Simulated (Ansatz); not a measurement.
`N[AsH][GaH2]` + HCl → `[Cl][GaH2]` + `N[AsH2]`  (cleavage of the Ga–As bond)

Program: Ansatz. Geometries: PBE0-D4/def2-TZVP. ΔE: electronic, gas phase. CBS: MP2 limit from def2 TZ/QZ plus the TZ coupled-cluster correction, frozen cores. This one scheme is used for every species. DFT in def2-TZVPP. B3LYP here is the variant with VWN-RPA as its local correlation; programs differ in this. HSE06 is defined as in plane-wave codes. For As, Ga outer-core shells are correlated without core-valence functions, which leaves a few kJ/mol of doubt a bond. Scalar relativity is left out up to krypton. Each species was taken in one conformer, which may not be the lowest.

| level | ΔE (kJ/mol) | difference from CCSD(T)/CBS |
| --- | --- | --- |
| LDA (SPW92) | -68.9 | 9.3 |
| revPBE-D4 | -70.4 | 7.8 |
| B97M-V | -90.0 | -11.8 |
| PBE0-D4 | -76.1 | 2.1 |
| B3LYP-D4 | -79.2 | -1.0 |
| BHLYP-D4 | -86.5 | -8.3 |
| CAM-B3LYP-D4 | -85.3 | -7.1 |
| revPBE | -75.5 | 2.7 |
| BLYP | -80.8 | -2.6 |
| r2SCAN | -81.7 | -3.5 |
| r2SCANh | -82.8 | -4.6 |
| HSE06 | -79.1 | -0.9 |
| CCSD/def2-SVP | -95.5 | -17.3 |
| CCSD(T)/def2-SVP | -93.3 | -15.1 |
| CCSD/def2-TZVPP | -83.1 | -4.9 |
| CCSD/CBS(def2) | -81.2 | -3.0 |
| CCSD(T)/CBS | -78.2 | 0 |

Largest T1 diagnostic among the species: 0.013.

Leaving LDA and LC-ωPBE aside and taking each functional with its dispersion term where it has one, the values, not all of them listed here, spread over 19.9 kJ/mol, from B97M-V to PBE-D4. LDA lies +4.5 kJ/mol from PBE without D4. At CCSD(T), def2-SVP lies −15.1 kJ/mol from the extrapolated value and def2-TZVPP −1.9 kJ/mol. From BLYP to BHLYP (50 % exact exchange), in def2-TZVPP and without D4, ΔE moves by −11.9 kJ/mol.

CCSD(T)/CBS has its own doubt, a few kJ/mol and more with outer-core shells, so smaller differences from it don't rank the levels.
